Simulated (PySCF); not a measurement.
# Correlation energy of Zr⁻ (zirconium, charge -1)

[Kr] 4d3 5s2, high-spin 4F determinant. Calculation: PySCF 2.14, in def2-QZVPPD with the def2 core potential (28 electrons); scalar relativity through the core potential. Frozen: 4s2 4p6; 5 electrons correlated.

```json
{"level": "CCSD", "correlation energy (mhartree)": "-80.00"}
{"level": "(T)", "correlation energy (mhartree)": "-6.54"}
{"level": "CCSD(T)", "correlation energy (mhartree)": "-86.54"}
```

Diagnostics: T1 = 0.061, D1 = 0.1712, largest double amplitude 0.078.

T1 exceeds 0.03, a sign that the reference determinant is poor.

Cost of the coupled-cluster step: about 14 core-seconds, for 5 correlated electrons.

Iterations:

```
CC2 = 0
CCSD nocc = (np.int64(4), np.int64(1)), nmo = (77, 77)
frozen orbitals [[0, 1, 2, 3], [0, 1, 2, 3]]
max_cycle = 100
direct = 0
conv_tol = 1e-08
conv_tol_normt = 1e-06
diis_space = 8
diis_start_cycle = 0
Init t2, MP2 energy = -0.0624331007754734
Init E_corr(UCCSD) = -0.0624331007847636
cycle = 1  E_corr(UCCSD) = -0.0708700292979183  dE = -0.00843692851  norm(t1,t2) = 0.105232
cycle = 2  E_corr(UCCSD) = -0.0750480119093018  dE = -0.00417798261  norm(t1,t2) = 0.0569817
cycle = 3  E_corr(UCCSD) = -0.0797250425626975  dE = -0.00467703065  norm(t1,t2) = 0.0365846
cycle = 4  E_corr(UCCSD) = -0.0798815440773305  dE = -0.000156501515  norm(t1,t2) = 0.00699886
cycle = 5  E_corr(UCCSD) = -0.079946726880645  dE = -6.51828033e-05  norm(t1,t2) = 0.00365168
cycle = 6  E_corr(UCCSD) = -0.0800294620160158  dE = -8.27351354e-05  norm(t1,t2) = 0.00115027
cycle = 7  E_corr(UCCSD) = -0.0799807811885103  dE = 4.86808275e-05  norm(t1,t2) = 0.000430161
cycle = 8  E_corr(UCCSD) = -0.0800047562859921  dE = -2.39750975e-05  norm(t1,t2) = 0.000206235
cycle = 9  E_corr(UCCSD) = -0.0800029456179416  dE = 1.81066805e-06  norm(t1,t2) = 7.28521e-05
cycle = 10  E_corr(UCCSD) = -0.0800024104339163  dE = 5.35184025e-07  norm(t1,t2) = 3.56603e-05
cycle = 11  E_corr(UCCSD) = -0.0800022893287085  dE = 1.21105208e-07  norm(t1,t2) = 1.32448e-05
cycle = 12  E_corr(UCCSD) = -0.0800023369130912  dE = -4.75843828e-08  norm(t1,t2) = 4.58771e-06
cycle = 13  E_corr(UCCSD) = -0.0800022983845075  dE = 3.85285838e-08  norm(t1,t2) = 1.78677e-06
cycle = 14  E_corr(UCCSD) = -0.0800022876642785  dE = 1.07202289e-08  norm(t1,t2) = 4.99059e-07
cycle = 15  E_corr(UCCSD) = -0.0800022903714186  dE = -2.70714011e-09  norm(t1,t2) = 1.86013e-07
UCCSD converged
E(UCCSD) = -46.50809427225291  E_corr = -0.08000229037141865
UCCSD(T) correction = -0.00654317353540329
```
